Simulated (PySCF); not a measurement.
## Kr: ionisation energy

Kr [Kr] (1S) → Kr⁺ [Ar] 3d10 4s2 4p5 (2P), as a difference of total energies. Calculation: PySCF 2.14, in jorge-DZP-DKH; scalar relativity by spin-free X2C-1e. Correlated levels: valence: [Ar] 3d10 frozen. The calculations carry no spin-orbit coupling.

```
           method  ionisation energy (eV)
              UHF                  13.213
           r2SCAN                  14.250
             PBE0                  14.140
    MP2 (valence)                  13.439
SCS-MP2 (valence)                  13.418
   CCSD (valence)                  13.439
CCSD(T) (valence)                  13.442
```

**Question.** How much does correlation contribute at CCSD(T) (valence)?

**Answer.** 13.442 − (13.213) = 0.229 eV, measured against UHF.

Errors of the correlated levels include the incompleteness of this basis and the frozen core.

For comparison: 14.222 eV (measured; NIST levels, between the centres of gravity of the two terms).
